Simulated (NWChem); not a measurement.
Species: C₄H₃N; SMILES C=C=CC#N

Program: NWChem. Structure relaxed at the PBE0/def2-SVP level.

For level B3LYP/def2-SVP:

- highest occupied level (eV): -7.85
- orbital gap (eV): 6.33

Task: How do the values read with level PBE0/def2-SVP instead?

Result: 
| Property | Result |
|---|---|
| highest occupied level (eV) | -8.13 |
| orbital gap (eV) | 6.77 |
